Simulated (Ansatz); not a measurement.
Species: sum formula SiNH₄, charge -1, multiplicity 1. It need not be the lowest isomer of its formula. Whether it binds its extra electron was not tested at this geometry. 
Coordinates optimised at B3LYP-D3(BJ)/def2-TZVP (Ansatz, a first-principles code):
SMILES: [NH-][SiH3]
```xyz
6

Si    -0.4557     0.0023     0.0876
N      1.1646     0.0986    -0.2490
H     -1.1145     1.3465    -0.1098
H     -1.3820    -0.9155    -0.7264
H     -0.9532    -0.3798     1.4909
H      1.6775    -0.7732    -0.1376
```
Charge -1, spin multiplicity 1.

Basis-set convergence of Hartree-Fock and CCSD(T) correlation energies (hartree) with Ansatz. Cores are frozen in the correlated levels unless marked. No spin-orbit coupling. No relativistic terms.

```
basis        functions       E(HF)  E(corr, CCSD(T))
-----------  ---------  ----------  ----------------
def2-SVPD           76  -345.55220          -0.35397
def2-TZVPPD        153  -345.72271          -0.41205
def2-QZVPPD        271  -345.73487          -0.43332
```

Extrapolating the two largest sets (X = 3 and 4) as X^-3: E(corr) = (64·(-0.43332) - 27·(-0.41205))/37 = -0.4488 Eh, an estimate of the basis-set limit. The largest set recovers 96.5 % of it, the smallest 78.9 %.
